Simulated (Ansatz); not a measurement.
Steps of a relaxation of F$_{2}$GeH$_{6}$N$_{2}$Si, SMILES `[NH2][GeH2][Si](N)(F)F` with RKS PBE0-D4/def2-TZVP.

```sh
$ ansatz run in.yaml --threads 2 --pin off --events-out ev --progress --plain --max-ram 32768MiB --backend cuda --devices 0, --max-vram 18GiB
```

```yaml
crystal:
  periodic: [false, false, false]
  atoms:
    - {symbol: N, position_ang: [-1.992400, 1.270720, 0.422370]}
    - {symbol: Ge, position_ang: [-0.193730, 1.142630, 0.288240]}
    - {symbol: Si, position_ang: [0.352860, -1.076220, 0.050920]}
    - {symbol: N, position_ang: [1.939690, -1.313550, -0.519880]}
    - {symbol: F, position_ang: [0.250820, -1.948870, 1.386500]}
    - {symbol: F, position_ang: [-0.762310, -1.842090, -0.828310]}
    - {symbol: H, position_ang: [-2.407280, 2.188220, 0.501290]}
    - {symbol: H, position_ang: [-2.548830, 0.716990, -0.213330]}
    - {symbol: H, position_ang: [0.375020, 1.997260, -0.841210]}
    - {symbol: H, position_ang: [0.313980, 1.803390, 1.538740]}
    - {symbol: H, position_ang: [2.322140, -2.242280, -0.588220]}
    - {symbol: H, position_ang: [2.350030, -0.696200, -1.197090]}
basis:
  gaussian: {orbitals: def2-TZVP}
hamiltonian: {xc: pbe0, dispersion: d4}
relax: {f_tol: 0.005, max_steps: 150}
```

Positions (Å) and forces (eV/Å) along the path, 11 of 14 steps:

```xyz
12
step=1 energy=-72897.5699 eV
N    -1.992    1.271    0.422   -0.994   -0.181   -0.038
Ge   -0.194    1.143    0.288   -0.156    0.844   -0.067
Si    0.353   -1.076    0.051    0.314   -1.935   -0.141
N     1.940   -1.314   -0.520   -0.417    0.244    0.054
F     0.251   -1.949    1.387    0.087    0.338    0.101
F    -0.762   -1.842   -0.828    0.175    0.509   -0.055
H    -2.407    2.188    0.501    0.180   -0.014    0.018
H    -2.549    0.717   -0.213    0.097   -0.002    0.008
H     0.375    1.997   -0.841    0.259    0.079   -0.462
H     0.314    1.803    1.539    0.378    0.100    0.605
H     2.322   -2.242   -0.588    0.038   -0.075    0.057
H     2.350   -0.696   -1.197    0.040    0.094   -0.080
12
step=2 energy=-72897.6808 eV
N    -2.015    1.220    0.404   -0.345    0.079    0.036
Ge   -0.187    1.217    0.314    0.156   -0.154   -0.098
Si    0.364   -1.070    0.077   -0.138   -0.564   -0.066
N     1.927   -1.320   -0.537   -0.233    0.008    0.037
F     0.254   -1.919    1.426    0.127    0.170   -0.034
F    -0.808   -1.745   -0.801    0.240    0.231    0.009
H    -2.467    2.117    0.508    0.054   -0.008   -0.008
H    -2.509    0.678   -0.295    0.204    0.054    0.068
H     0.426    1.986   -0.890   -0.027    0.069    0.073
H     0.381    1.790    1.621   -0.066    0.094   -0.039
H     2.304   -2.252   -0.608    0.058   -0.003    0.029
H     2.330   -0.701   -1.220   -0.029    0.023   -0.006
12
step=4 energy=-72897.7083 eV
N    -2.039    1.254    0.423   -0.056    0.012    0.035
Ge   -0.204    1.171    0.322    0.046    0.023    0.019
Si    0.361   -1.126    0.077   -0.125   -0.025    0.022
N     1.919   -1.316   -0.551   -0.027   -0.122   -0.009
F     0.295   -1.953    1.438    0.048    0.045   -0.059
F    -0.796   -1.799   -0.807    0.099    0.068    0.021
H    -2.430    2.185    0.471    0.046   -0.038   -0.014
H    -2.516    0.734   -0.299   -0.005   -0.003   -0.024
H     0.412    1.971   -0.861   -0.004   -0.020    0.004
H     0.350    1.788    1.618   -0.004   -0.023   -0.019
H     2.364   -2.223   -0.586    0.006    0.104    0.014
H     2.284   -0.687   -1.247   -0.024   -0.021    0.012
12
step=6 energy=-72897.7123 eV
N    -2.051    1.253    0.426    0.034   -0.006   -0.032
Ge   -0.210    1.160    0.336   -0.021    0.025    0.014
Si    0.358   -1.130    0.085    0.032    0.054    0.010
N     1.905   -1.316   -0.567    0.046   -0.054   -0.017
F     0.327   -1.959    1.441   -0.005   -0.025    0.014
F    -0.801   -1.786   -0.798   -0.064   -0.049   -0.034
H    -2.414    2.197    0.451    0.003   -0.014    0.005
H    -2.509    0.754   -0.325   -0.004    0.004    0.018
H     0.411    1.955   -0.846    0.004    0.001   -0.001
H     0.342    1.769    1.634    0.002    0.006    0.009
H     2.396   -2.198   -0.554   -0.029    0.084    0.012
H     2.246   -0.698   -1.284    0.001   -0.025    0.002
12
step=7 energy=-72897.7133 eV
N    -2.050    1.253    0.425    0.023    0.000   -0.019
Ge   -0.209    1.162    0.337   -0.015    0.010    0.012
Si    0.358   -1.128    0.082   -0.015    0.025    0.005
N     1.903   -1.316   -0.570    0.048   -0.024   -0.016
F     0.331   -1.962    1.436   -0.007   -0.013    0.015
F    -0.804   -1.782   -0.800   -0.038   -0.026   -0.016
H    -2.416    2.195    0.452    0.001   -0.008    0.004
H    -2.509    0.753   -0.324   -0.003   -0.001    0.009
H     0.414    1.958   -0.842    0.003    0.004   -0.004
H     0.340    1.769    1.637    0.003    0.006    0.011
H     2.402   -2.191   -0.533   -0.005    0.036    0.008
H     2.241   -0.712   -1.300    0.005   -0.010   -0.009
12
step=8 energy=-72897.7129 eV rejected
N    -2.046    1.251    0.421    0.056   -0.025    0.014
Ge   -0.205    1.169    0.347   -0.001   -0.022   -0.016
Si    0.359   -1.123    0.079   -0.035    0.083    0.050
N     1.907   -1.310   -0.572   -0.093   -0.128    0.123
F     0.327   -1.960    1.431    0.036   -0.011   -0.002
F    -0.816   -1.764   -0.798    0.009   -0.028   -0.041
H    -2.423    2.188    0.438   -0.018    0.021   -0.007
H    -2.496    0.733   -0.321   -0.025    0.003   -0.011
H     0.423    1.968   -0.829   -0.003    0.007    0.011
H     0.335    1.773    1.653    0.004    0.001    0.002
H     2.413   -2.178   -0.510    0.010   -0.032    0.026
H     2.221   -0.747   -1.339    0.059    0.130   -0.148
12
step=10 energy=-72897.7144 eV
N    -2.048    1.255    0.422    0.005    0.002    0.000
Ge   -0.209    1.167    0.342    0.003   -0.005   -0.002
Si    0.355   -1.123    0.073   -0.014   -0.008    0.007
N     1.901   -1.314   -0.579    0.031   -0.025   -0.023
F     0.337   -1.960    1.426    0.004    0.002    0.003
F    -0.814   -1.773   -0.805    0.012    0.004   -0.003
H    -2.422    2.193    0.451   -0.003    0.001    0.000
H    -2.508    0.747   -0.322   -0.001    0.000   -0.001
H     0.423    1.971   -0.828   -0.006    0.003    0.001
H     0.336    1.762    1.650    0.001    0.000    0.002
H     2.426   -2.170   -0.478   -0.028    0.045   -0.006
H     2.224   -0.755   -1.352   -0.004   -0.021    0.023
12
step=11 energy=-72897.7143 eV rejected
N    -2.047    1.256    0.421   -0.008   -0.009    0.002
Ge   -0.208    1.166    0.342   -0.015    0.010    0.003
Si    0.354   -1.124    0.073    0.026    0.018   -0.021
N     1.899   -1.317   -0.582   -0.009   -0.005    0.012
F     0.340   -1.958    1.428   -0.019   -0.006   -0.017
F    -0.813   -1.772   -0.810    0.009   -0.007    0.028
H    -2.424    2.194    0.452    0.011    0.000    0.000
H    -2.508    0.747   -0.321    0.002    0.001    0.001
H     0.419    1.973   -0.828    0.005   -0.004    0.000
H     0.337    1.760    1.650    0.001   -0.001   -0.002
H     2.426   -2.169   -0.473   -0.003    0.013   -0.006
H     2.225   -0.757   -1.351    0.001   -0.010    0.000
12
step=12 energy=-72897.7145 eV
N    -2.048    1.255    0.422    0.000   -0.001    0.001
Ge   -0.209    1.167    0.342    0.001    0.000   -0.002
Si    0.355   -1.123    0.073    0.000   -0.005    0.000
N     1.901   -1.315   -0.580   -0.008    0.010   -0.002
F     0.338   -1.959    1.426    0.000    0.001    0.001
F    -0.812   -1.774   -0.807    0.003    0.002    0.000
H    -2.422    2.193    0.452    0.000    0.001    0.000
H    -2.508    0.748   -0.322    0.000    0.000    0.000
H     0.421    1.972   -0.828   -0.001    0.001    0.000
H     0.336    1.761    1.650    0.000   -0.001    0.000
H     2.425   -2.169   -0.476    0.005   -0.009    0.003
H     2.224   -0.758   -1.352    0.003    0.000   -0.003
12
step=13 energy=-72897.7145 eV
N    -2.049    1.255    0.423   -0.001    0.000    0.001
Ge   -0.210    1.167    0.341    0.001    0.002    0.001
Si    0.355   -1.123    0.071   -0.001    0.002   -0.001
N     1.901   -1.316   -0.580    0.005   -0.002   -0.002
F     0.337   -1.958    1.425    0.000    0.000    0.000
F    -0.812   -1.773   -0.809    0.001    0.000   -0.001
H    -2.422    2.194    0.455    0.000    0.000    0.000
H    -2.509    0.750   -0.322    0.000    0.000    0.000
H     0.418    1.973   -0.829    0.000    0.000    0.000
H     0.337    1.761    1.649   -0.001   -0.002   -0.001
H     2.427   -2.168   -0.471   -0.001   -0.001    0.002
H     2.227   -0.761   -1.354   -0.003    0.000    0.001
12
step=14 energy=-72897.7145 eV
N    -2.050    1.255    0.425   -0.001   -0.002   -0.001
Ge   -0.210    1.167    0.340    0.000    0.001   -0.001
Si    0.356   -1.122    0.069   -0.001    0.000    0.002
N     1.902   -1.317   -0.580    0.005   -0.001    0.000
F     0.336   -1.956    1.423    0.000   -0.002    0.001
F    -0.810   -1.773   -0.813    0.000    0.000   -0.001
H    -2.423    2.194    0.459    0.001    0.000    0.000
H    -2.511    0.751   -0.320    0.000    0.001    0.000
H     0.416    1.975   -0.830    0.000    0.001    0.001
H     0.337    1.759    1.648    0.002    0.000   -0.002
H     2.428   -2.169   -0.465   -0.002    0.002    0.000
H     2.229   -0.765   -1.355   -0.002    0.000    0.000
```

Run time 40 s (2 threads of an AMD EPYC 7R13 on a shared host and a share of an NVIDIA H100 80 GB); peak host memory 0.92 GiB.
